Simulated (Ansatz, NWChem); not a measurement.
**GeS (germanium sulfide): from total energies to a heat of formation**

GeS: 2 atoms, total charge 0, spin state singlet. SMILES: `[S+]#[Ge-]`. The bond length is the measured one.

```xyz
2

S     0.0000    0.0000    0.0000
Ge    0.0000    0.0000    2.0121
```

Total energies at BHLYP/aug-cc-pVTZ (NWChem 7.3.0); the atoms run unrestricted:

```
species    state   energy (Eh)
    GeS  singlet  -2475.263134
      S  triplet   -398.128469
     Ge  triplet  -2076.944370
```

Harmonic wavenumbers at wB97M-V/def2-TZVPD, in cm⁻¹: 610.

Measured heats of formation of the gaseous atoms at 298.15 K, in kJ/mol: S 277.0, Ge 372.0. Spin-orbit lowering of the atoms at 298 K (mean of the ground term's levels less their thermal mean, from spectra), in kJ/mol: S 1.88, Ge 10.39. Take 1 Eh = 2625.50 kJ/mol, 1 cm⁻¹ = 0.0119627 kJ/mol, RT = 2.479 kJ/mol.

Task: Work out the heat of formation of the gas at 298 K.

Result: 
1. Electronic atomisation energy: (-398.128469) + (-2076.944370) − (-2475.263134) = 0.190295 Eh = 499.6 kJ/mol.
2. Zero-point energy: half the sum of the wavenumbers, 305 cm⁻¹ = 3.6 kJ/mol.
3. Thermal vibrational enthalpy, Σ hcν̃/(exp(hcν̃/kT) − 1): 0.4 kJ/mol. Translation, rotation and pV of a linear molecule: 3.5 RT = 8.7 kJ/mol.
4. The 2 free atoms carry 5/2 RT each: 12.4 kJ/mol.
5. Spin-orbit coupling lowers the free atoms by 1.88 + 10.39 = 12.3 kJ/mol.
6. Atomisation enthalpy at 298 K: 499.6 − 12.3 − 3.6 − 0.4 − 8.7 + 12.4 = 487.0 kJ/mol.
7. Sum of the atoms' heats of formation: 649.0 kJ/mol. Heat of formation: 649.0 − 487.0 = +162.0 kJ/mol.

The tabulated value is +92.0 kJ/mol (CRC Handbook of Chemistry and Physics; in doubt: semi-empirical heats miss it by far, so it may belong to another species or phase), so this level is off by +70.0 kJ/mol, or 12.6 % of the atomisation enthalpy that the table implies (557.0 kJ/mol). Hybrids with much exact exchange underbind. Relativity is left out. Anharmonicity and any spin-orbit splitting of the molecule are left out.
